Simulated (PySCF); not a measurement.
Sulfur: a sound run and one with changed settings

Sound run: S+ [Ne] 3s2 3p3, S(2+) [Ne] 3s2 3p2. All numbers are calculated (PySCF 2.14, the spin-free X2C one-electron Hamiltonian (Gaussian nucleus), in x2c-SVPall). In the sound run the correlated levels freeze [Ne]. The sound run starts from symmetry-adapted Hartree-Fock orbitals and uses a fine grid where one is needed.

Changed run: all electrons correlated in a basis built for the valence shell.

```
species   method  sound run (hartree)  changed run (hartree)  converged
     S+      MP2           -398.16608             -398.17427        yes
     S+  CCSD(T)           -398.18532             -398.19304        yes
  S(2+)      MP2           -397.31390             -397.32219        yes
  S(2+)  CCSD(T)           -397.33623             -397.34421        yes
```

Ionisation energy of S+:

```tsv
method	sound run (eV)	changed run (eV)
UHF	22.798	22.798
MP2	23.189	23.186
SCS-MP2	23.037	23.034
CCSD	23.103	23.096
CCSD(T)	23.105	23.098
```

A valence basis has no tight correlating functions, so it recovers only part of the core correlation, and not evenly between atom and ion.

For comparison, NIST gives 23.338 eV between the lowest levels.
